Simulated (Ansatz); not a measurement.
The same path of CH2BClN (6 atoms, charge -1, multiplicity 1) was run twice with different band settings. The coordinate that changes most is the angle C2–B3–Cl4.

The calculation used Ansatz, RKS PBE-D4/def2-mTZVP.

Relaxed end points:

```xyz
6
Properties=species:S:1:pos:R:3
N -1.109 0.922 0.220
C 0.122 0.476 0.083
B 0.717 -0.639 -0.805
Cl 1.113 -2.156 0.229
H -1.734 0.284 -0.315
H 0.891 1.112 0.588
```

```xyz
6
Properties=species:S:1:pos:R:3
N -0.790 1.076 -0.591
C 0.085 0.458 0.174
B 0.077 -0.946 0.818
Cl 1.247 -2.093 -0.101
H -1.528 0.386 -0.843
H 0.909 1.119 0.542
```

Common settings: movable images 5; spring 5.0 eV/Å²; start path IDPP; force threshold 0.05 eV/Å; iteration limit 60; end points relaxed.

| run | climbing image | optimiser |
| --- | --- | --- |
| 1 | yes | quadratic models (default) |
| 2 | from the first iteration | fire |

Problem. What does each run give, and how far can it be trusted?

Solution. Run 1: converged after 17 iterations, highest image 0.863 eV above the first end. A vibrational analysis at the climbing image gives one clearly imaginary mode, 414i cm⁻¹: a first-order saddle point.
Run 2: converged after 34 iterations, highest image 0.875 eV above the first end. The order of the stationary point at the top wasn't checked.
Limits of this set-up: an anion without diffuse functions, the dipole of an ion depends on the origin.
